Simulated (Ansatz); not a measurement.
C5H4N, doublet (typed; the unrestricted solution is spin-contaminated), geometry from GFN2-xTB; MP2/STO-3G run with Ansatz (an electronic-structure program).

Input for Ansatz:
Ansatz 0.2 input:
```yaml
crystal:
  periodic: [false, false, false]
  atoms:
    - {symbol: N, position_ang: [-0.00964627, 0.06176618, 1.39312429]}
    - {symbol: C, position_ang: [0.01052145, 0.05563648, -1.32151880]}
    - {symbol: C, position_ang: [0.00843127, 1.16003225, 0.73652206]}
    - {symbol: C, position_ang: [-0.01902078, -1.10785450, 0.76767008]}
    - {symbol: C, position_ang: [-0.00911288, -1.14219824, -0.61640106]}
    - {symbol: C, position_ang: [0.01996666, 1.26655828, -0.63906399]}
    - {symbol: H, position_ang: [0.01851369, 0.04961327, -2.40308632]}
    - {symbol: H, position_ang: [-0.03428343, -2.00036717, 1.37795163]}
    - {symbol: H, position_ang: [-0.01659046, -2.08816683, -1.13625412]}
    - {symbol: H, position_ang: [0.03516978, 2.21351181, -1.15373102]}
basis:
  gaussian:
    orbitals: STO-3G
magnetization: {spin_polarized: true, initial_magnetization: 1}
correlation: {method: mp2}
```

Output, abridged:

```
Functional definition: HF
482 factors; integrals over basis functions are off by at most 3.6e-5 eV
mean field evaluation 1: about -6609.4703 eV, gradient 1.5e1 eV
mean field evaluation 2: about -6609.7196 eV, gradient 1.5e1 eV
mean field evaluation 4: about -6611.7614 eV, gradient 2.5e0 eV
mean field evaluation 8: about -6611.9341 eV, gradient 8.2e-1 eV
mean field evaluation 16: about -6612.5916 eV, gradient 6.9e-4 eV
mean field evaluation 32: about -6609.9020 eV, gradient 3.5e0 eV
mean field evaluation 64: about -6607.6110 eV, gradient 4.8e0 eV
mean field -6612.59156566 eV, -243.0082578623 hartree, gradient 2.4e-6 eV, S^2 1.678070; 4 other end points of the search recorded, 0 dependent functions left out
6 core orbitals not correlated
reference -6612.59156566 eV, -243.0082578623 hartree; 15, 14 occupied and 13, 14 virtual orbitals, 482 factors
second order -6.89754515 eV of doubles, -0.00000000 eV of singles
Total energy: -6619.48911081 eV, -243.2617379713 hartree
```
